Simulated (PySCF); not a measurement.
Work out the structure from these simulated measurements.

Elements present: C and H. Monoisotopic mass: 132.0939 u.

- Triplet: lowest triplet excitation (Tamm–Dancoff): 3.55 eV [TDA CAM-B3LYP/def2-SVPD]
- UV, first state: lowest singlet excitation: 4.97 eV (250 nm, f = 0.001) [TDDFT CAM-B3LYP/def2-SVPD]
- Valence photoelectron: vertical ionisation energy: 7.69 eV [ΔSCF CAM-B3LYP/def2-SVPD]
- Dipole: 0.21 D [CAM-B3LYP/def2-SVPD]
- 13C NMR: chemical shifts (computed TMS as zero) by class: 161.8 (2 C), 150.1 (2 C), 140.7 (2 C), 57.3 (2 C), 21.7 (2 C) ppm [GIAO PBE0/pcSseg-1]
- Polarisability: 106.0 au [CAM-B3LYP/def2-SVPD]
- Rotational structure: rotational constants A, B, C: 2.262, 1.228, 1.125 GHz [PBE0-D3(BJ)/def2-SVP]

Gas-phase values; electronic properties from PySCF, density fitting. Levels stand in brackets. Isolated species at its PBE0-D3(BJ)/def2-SVP geometry, gas phase. Each NMR value is the plain mean over a class of atoms that symmetry, rotation or inversion makes alike.

Task: Which formula fits the mass and the elements?

Result: C10H12 (calculated 132.0939). No other formula that holds each of these elements comes within 0.0003 u with a fitting electron parity and a possible valence count.

Task: Propose a structure and show how it fits.

Result: Numbering: `[CH3:1][C:2]1=[CH:3][C@@H:4]2[CH:5]=[CH:6][C@H:7]1[CH:8]=[C:9]2[CH3:10]`. Its formula, C10H12, gives 5 degrees of unsaturation: 2 rings and 3 π bonds in the structure found. 10 carbons fall into 5 classes; from least to most shielded: fully substituted alkene carbon [C2/C9] (161.8 ppm, 2 C), alkene CH carbon [C5/C6] (150.1 ppm, 2 C), alkene CH carbon [C3/C8] (140.7 ppm, 2 C), sp3 carbon at a ring junction [C4/C7] (57.3 ppm, 2 C), allylic carbon [C1/C10] (21.7 ppm, 2 C). The first electron is taken from the HOMO, whose largest Löwdin shares are 0.17 on each of 2 atoms of one kind (alkene CH carbon) and 0.15 on each of 2 atoms of one kind (fully substituted alkene carbon). The optimised geometry has point group C2 and is an asymmetric top. Structure: `CC1=C[C@@H]2C=C[C@H]1C=C2C`. Computed isomers that give other values at the same levels: `CC(C)=Cc1ccccc1` (rotational constant A: 3.377 GHz; this holds for the one conformer computed); `C#C[C@@H]1C[C@H]2C=C[C@@H]1CC2` (rotational constant A: 2.483 GHz; this holds for the one conformer computed); `C#C/C=C/[C@]12CC[C@H](C1)C2` (rotational constant A: 4.188 GHz; this holds for the one conformer computed). The assignments are read from this structure; whether some other isomer fits the data as well wasn't checked. The mirror image fits equally.
